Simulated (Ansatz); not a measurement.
`C[O][Sn]([Cl])([Cl])[Cl]` + H₂Se → `[Cl][Sn]([Cl])([Cl])[SeH]` + CH₃OH at 600 K and 1 bar (ligand exchange at the Sn–O bond).

Computed with Ansatz on PBE0-D4/def2-TZVP structures; ΔE is electronic, products minus reactants. CCSD(T)/CBS is the MP2 limit (def2-TZVPP, def2-QZVPP) plus CCSD(T) − MP2 in def2-TZVPP, frozen cores. This one scheme is used for every species. def2 core potentials past Kr. For Se, Sn outer-core shells are correlated without core-valence functions, which leaves a few kJ/mol of doubt a bond. Scalar relativity is left out up to krypton. One conformer a species, not always the lowest.

```
                    species  CCSD(T)/CBS energy (Eh)  H − E (kJ/mol)  S (J/(mol·K))
 `C[O][Sn]([Cl])([Cl])[Cl]`              -1708.53518           189.0          526.4
                       H₂Se              -2401.89790            57.0          244.8
`[Cl][Sn]([Cl])([Cl])[SeH]`              -3994.83873            91.8          504.0
                      CH₃OH               -115.61712           163.6          277.3
```

H − E and S are ideal-gas, rigid-rotor, harmonic terms from PBE0-D4/def2-TZVP, for one conformer and one mirror image of each species. 1 Eh = 2625.50 kJ/mol, R = 8.31446 J/(mol·K).

Task: By hand: ΔE, ΔH, ΔS and ΔG.

Result: ΔE = (-3994.83873) + (-115.61712) − (-1708.53518) − (-2401.89790) = -0.02277 Eh = -59.8 kJ/mol. Δ(H − E) = 91.8 + 163.6 − 189.0 − 57.0 = 9.4, so ΔH = -50.4 kJ/mol. ΔS = 504.0 + 277.3 − 526.4 − 244.8 = 10.1 J/(mol·K). ΔG = -50.4 − 600 × (10.1)/1000 = -56.5 kJ/mol.

Task: By hand: the equilibrium constant, and the temperature at which ΔG would vanish if ΔH and ΔS stayed fixed.

Result: log₁₀ K = −ΔG/(RT ln 10) = 4.9. ΔH and −TΔS have one sign here, so there is no such temperature.

The number of gas molecules stays the same, so ΔS is small and ΔH decides. A doubt of 5 kJ/mol in ΔE shifts log₁₀ K by 0.4 here. Other conformers and mirror images would add mixing entropy, several J/(mol·K) or more a flexible species. Modes under 60 cm⁻¹, often nearly free rotors, make the harmonic entropy too high. These are equilibria of isolated gas molecules and say nothing of rates. Largest T1 diagnostic: 0.012 (customary marks: 0.02 for closed shells, 0.045 for open ones).

ΔS is within the doubt of such terms, so its sign, and with it that verdict, could turn.
